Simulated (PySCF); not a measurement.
**The third ionisation energy along the 4p block**

Calculated with PySCF 2.14 from differences of total energies of unrestricted determinants, without spin-orbit coupling. Values in eV. The last column holds reference values (NIST; (s) semi-empirical, (t) theoretical, else measured). Unmarked ones compare directly (S terms, centres of terms, or small fine structure); those marked * lie between the lowest fine-structure levels and include a spin-orbit shift.

```json
{"element": "Ga (aug-cc-pVTZ-DK, spin-free X2C)", "configurations": "[Ar] 3d10 4s1 → [Ar] 3d10", "UHF": "29.618", "SCS-MP2 (valence)": "n/a", "CCSD (valence)": "n/a", "CCSD(T) (valence)": "n/a", "PBE0": "31.088", "r2SCAN": "31.194", "reference": "30.726"}
{"element": "Ge (aug-cc-pVTZ-DK, spin-free X2C)", "configurations": "[Ar] 3d10 4s2 → [Ar] 3d10 4s1", "UHF": "32.206", "SCS-MP2 (valence)": "33.138", "CCSD (valence)": "33.279", "CCSD(T) (valence)": "33.279", "PBE0": "34.035", "r2SCAN": "34.035", "reference": "34.058"}
{"element": "As (aug-cc-pVTZ-DK, spin-free X2C)", "configurations": "[Ar] 3d10 4s2 4p1 → [Ar] 3d10 4s2", "UHF": "27.487", "SCS-MP2 (valence)": "27.735", "CCSD (valence)": "27.825", "CCSD(T) (valence)": "27.844", "PBE0": "28.115", "r2SCAN": "28.311", "reference": "28.349 ± 0.012 *"}
{"element": "Se (aug-cc-pVTZ-DK, spin-free X2C)", "configurations": "[Ar] 3d10 4s2 4p2 → [Ar] 3d10 4s2 4p1", "UHF": "31.001", "SCS-MP2 (valence)": "31.316", "CCSD (valence)": "31.426", "CCSD(T) (valence)": "31.448", "PBE0": "31.631", "r2SCAN": "31.829", "reference": "31.697 ± 0.019 *"}
{"element": "Br (aug-cc-pVTZ-DK, spin-free X2C)", "configurations": "[Ar] 3d10 4s2 4p3 → [Ar] 3d10 4s2 4p2", "UHF": "34.655", "SCS-MP2 (valence)": "35.022", "CCSD (valence)": "35.142", "CCSD(T) (valence)": "35.167", "PBE0": "35.238", "r2SCAN": "35.455", "reference": "34.871 ± 0.019 *"}
{"element": "Kr (aug-cc-pVTZ-DK, spin-free X2C)", "configurations": "[Ar] 3d10 4s2 4p4 → [Ar] 3d10 4s2 4p3", "UHF": "34.342", "SCS-MP2 (valence)": "35.128", "CCSD (valence)": "35.174", "CCSD(T) (valence)": "35.196", "PBE0": "35.548", "r2SCAN": "35.618", "reference": "35.838 ± 0.02 *"}
```

"Valence" correlates the outer s and p shells and, in groups 3 to 12 and the f block, the outer d or f shell, open or full, or the next shell where the ion has no valence electron left; the wider scheme adds the next inner shell.
